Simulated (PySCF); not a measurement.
## Calculated properties of `FC1=C[C@@H](F)C=CC1`

Species: C₆H₆F₂.
Numbering: `[F:1][C:2]1=[CH:3][C@@H:4]([F:5])[CH:6]=[CH:7][CH2:8]1` (hydrogens: H9 on C3; H10 on C4; H11 on C6; H12 on C7; H13, H14 on C8)

Structural features include: C=C double bond and C–F bond.

PBE0-D3(BJ)/def2-SVP geometry optimisation, gas phase (PySCF):

```yaml
Point_group: C1
Rotational_constants_A_B_C: 3.373, 1.722, 1.204 GHz
```

**CAM-B3LYP/def2-SVPD ground state, ΔSCF and vertical TDDFT (core frozen in the response) (PySCF)**

```yaml
Dipole_moment: 2.49 D
HOMO_energy: -8.92 eV
LUMO_energy: 0.82 eV
HOMO–LUMO_gap: 9.74 eV
Lowest_singlet_excitation: 6.63 eV (187 nm, f = 0.033)
Strongest_line_among_the_10_lowest_singlet_transitions: S6 at 7.74 eV (160 nm, f = 0.660)
Lowest_triplet_excitation_Tamm–Dancoff: 4.34 eV
Static_isotropic_polarisability: 68.5 au
Vertical_ionisation_energy: 9.78 eV
Electronic_spatial_extent_⟨r²⟩_about_the_centre_of_nuclear_charge: 921 bohr²
```

B3LYP/pcSseg-1 ground state and GIAO shieldings, non-relativistic (PySCF):

```yaml
13C_chemical_shifts_computed_TMS_as_zero_by_class: 171.0 (C2), 135.0 (C6), 132.8 (C7), 108.2 (C3), 86.4 (C4), 31.1 (C8) ppm
1H_chemical_shifts_computed_TMS_as_zero_by_class: 6.08 (H11), 5.85 (H12), 5.68 (H10), 5.59 (H9), 2.81 (H14), 2.74 (H13) ppm
Isotropic_shieldings_of_nuclei_other_than_C_and_H_by_class: 272 (F1), 354 (F5) ppm
```

**B3LYP/pcJ-1 indirect spin-spin coupling, non-relativistic, gas phase; spin–dipole term left out for some pairs (PySCF)**

```yaml
Largest_of_the_computed_one-bond_spin–spin_couplings_means_over_like_bonds: 19F–13C -334.2 (F1–C2), 19F–13C -222.6 (F5–C4), 13C–1H +171.3 (C6–H11), 13C–1H +170.7 (C3–H9), 13C–1H +170.2 (C7–H12), 13C–1H +157.7 (C4–H10), 13C–1H +135.1 (C8–H14), 13C–1H +134.6 (C8–H13) Hz
```

Monoisotopic mass (most abundant isotopes): 116.0438 u.

S1 lies 3.11 eV below the HOMO–LUMO gap; its leading configuration is HOMO→LUMO, weight 0.84. The rotational constants make it an asymmetric top with κ = (2B − A − C)/(A − C) = -0.52, nearer the prolate limit (−1). In wavenumbers S1 is 53400 cm⁻¹ (1 eV = 8065.54 cm⁻¹). In atomic units the dipole is 0.98 e·bohr (1 au = 2.5417 D). The vertical singlet–triplet gap S1 − T1 is 2.29 eV (TDDFT singlet less Tamm–Dancoff triplet; S1: HOMO→LUMO, weight 0.84; T1: HOMO−1→LUMO, weight 0.62). The polarisability is 10.15 Å³ as a volume (1 au = 0.148185 Å³), or 1.14 au for each of the 60 electrons.

For the spin–spin coupling job (B3LYP/pcJ-1), time: 70 s wall; peak memory 1.1 GiB. Hardware: one thread, Arm Neoverse V1 (aarch64), shared host with 32 logical CPUs at a one-minute load of 13.
